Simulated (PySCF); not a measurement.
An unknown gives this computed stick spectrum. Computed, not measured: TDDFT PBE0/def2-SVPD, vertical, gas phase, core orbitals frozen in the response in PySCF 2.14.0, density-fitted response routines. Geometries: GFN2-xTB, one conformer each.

```csv
state,E (eV),f,"main configurations (H = HOMO, L = LUMO)"
S1,5.34,0.0039,"H→L (68%), H-1→L+1 (32%)"
S2,5.97,0.095,"H→L+1 (78%), H-1→L (20%)"
S3,6.46,0.0002,H→L+2 (94%)
S4,6.83,0.318,"H-1→L+1 (61%), H→L (29%)"
S5,6.93,0.586,"H-1→L (75%), H→L+1 (18%)"
S6,7.04,0.0000,H-2→L+1 (98%)
```

Triplets computed (Tamm–Dancoff): 4.05, 4.63 eV.

Question: Which candidate is it? All have the formula C6H5Cl.
A. `C(C#CCCCl)#C`
B. `CC#CC#CCCl`
C. `C#C[C@@H]1C/C1=C\Cl`
D. `C=C1C=C/C1=C\Cl`
E. `Clc1ccccc1`

Answer: E. Its S1 lies at 5.34 eV; the nearest of the others has S1 at 5.90 eV. S1 is HOMO→LUMO (68%), HOMO-1→LUMO+1 (32%). Löwdin shares by element: HOMO carbon 47% or more, chlorine 25% (atoms not listed hold the other 28%); LUMO (one of a set within 0.03 eV) carbon 74% or more (atoms not listed hold the other 26%). At the same level the other candidates give, for their lowest levels:
- `CC#CC#CCCl`: 4.33 eV (f 0.000); 4.73 eV (f 0.036); 4.94 eV (f 0.000); 6.20 eV (f 0.001); 6.27 eV (f 0.209); T1 3.63 eV; HOMO -7.13, LUMO -1.15 eV
- `C#CC#CCCCl`: 4.72 eV (f 0.000); 4.96 eV (f 0.004); 5.00 eV (f 0.000); 6.77 eV (f 0.304); 6.81 eV (f 0.000); T1 3.80 eV; HOMO -7.47, LUMO -0.93 eV
- `C#C[C@@H]1C/C1=C\Cl`: 5.90 eV (f 0.030); 6.33 eV (f 0.004); 6.36 eV (f 0.022); 6.50 eV (f 0.101); 6.53 eV (f 0.178); T1 4.16 eV; HOMO -7.43, LUMO -0.47 eV
- `C=C1C=C/C1=C\Cl`: 4.66 eV (f 0.052); 4.90 eV (f 0.041); 5.81 eV (f 0.456); 6.21 eV (f 0.002); 6.37 eV (f 0.529); T1 2.98 eV; HOMO -6.84, LUMO -1.30 eV
